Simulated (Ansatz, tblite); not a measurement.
Cost and result up the ladder for `Oc1ccc(Oc2ccccc2)cc1` (24 atoms). Total charge 0; singlet. Geometry: PBE-D4/def2-SVP.

Cartesian coordinates in Å:
```
O 1.298 -0.640 -4.640
C 0.853 -0.204 -3.428
C -0.480 0.247 -3.340
C -0.989 0.698 -2.117
C -0.174 0.714 -0.973
O -0.696 1.245 0.192
C -0.606 0.543 1.372
C -0.670 1.299 2.557
C -0.636 0.648 3.797
C -0.533 -0.751 3.866
C -0.474 -1.496 2.678
C -0.511 -0.861 1.428
C 1.158 0.273 -1.054
C 1.665 -0.188 -2.276
H 2.231 -0.909 -4.547
H -1.104 0.232 -4.245
H -2.028 1.050 -2.031
H -0.747 2.393 2.479
H -0.685 1.245 4.721
H -0.501 -1.259 4.842
H -0.404 -2.595 2.719
H -0.475 -1.446 0.498
H 1.797 0.295 -0.159
H 2.711 -0.533 -2.338
```

Ansatz on 4 threads of Arm Neoverse V1 on a shared host; xTB runs through tblite on one thread. Times are rough, summed over both states, and most runs start from the orbitals of an earlier one. PBE0-D4/def2-SVP serves as the yardstick here, not as an exact answer. The other state is a doublet.

The xTB rows come from tblite.

Raw xTB energies of ions are shifted by several eV.

```tsv
level	functions	wall time	vertical IE (eV)	difference from PBE0-D4/def2-SVP (eV)
GFN2-xTB	66	0.032 s	12.42	4.77
GFN1-xTB	76	0.039 s	13.41	5.76
PBE-D4/def2-SVP	246	14 s	7.29	-0.36
PBE0-D4/def2-SVP	246	26 s	7.65	0.00
```
